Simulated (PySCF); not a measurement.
Stretching ZnH

Set-up: basis Zn x2c-TZVPPall, H x2c-TZVPPall; spin-free X2C with a Gaussian nucleus; PySCF 2.14. Energies in eV from Zn + H in their ground configurations at the same level. State: ²Σ⁺ (doublet), unpaired electrons σ ↑.

All columns are LDA. A positive dipole means Zn(−)H(+).

| R (Å) | E (eV) | μ (D) | Mulliken charge on Zn (basis-dependent) | HOMO (eV) | LUMO (eV) | Mayer bond order | ⟨S²⟩ |
| --- | --- | --- | --- | --- | --- | --- | --- |
| 1.381 | -0.904 | -0.06 | 0.17 | -4.25 | -3.15 | 0.80 | 0.75 |
| 1.445 | -1.064 | -0.16 | 0.15 | -4.33 | -3.24 | 0.79 | 0.75 |
| 1.510 | -1.153 | -0.27 | 0.15 | -4.41 | -3.32 | 0.78 | 0.75 |
| 1.558 | -1.183 | -0.35 | 0.15 | -4.48 | -3.38 | 0.77 | 0.75 |
| 1.606 | -1.189 | -0.42 | 0.15 | -4.54 | -3.44 | 0.76 | 0.75 |
| 1.654 | -1.177 | -0.50 | 0.15 | -4.60 | -3.50 | 0.74 | 0.75 |
| 1.718 | -1.138 | -0.59 | 0.15 | -4.68 | -3.57 | 0.72 | 0.75 |
| 1.799 | -1.065 | -0.69 | 0.14 | -4.79 | -3.66 | 0.69 | 0.75 |
| 1.895 | -0.957 | -0.80 | 0.14 | -4.92 | -3.74 | 0.65 | 0.75 |
| 2.024 | -0.801 | -0.89 | 0.13 | -5.09 | -3.83 | 0.59 | 0.76 |

A fit through these points gives, at Re = 1.596 Å, μ = -0.41 D and dμ/dR = -1.58 D/Å; the reduced mass is 0.9922 u.

**Question.** How strong is the fundamental in the double-harmonic approximation, I = 42.26·(dμ/dR)²/μred km/mol?

**Answer.** I = 42.26·(-1.58)²/0.9922 = 106 km/mol at LDA.

The state was picked by a PBE0 search and need not be the measured ground state.
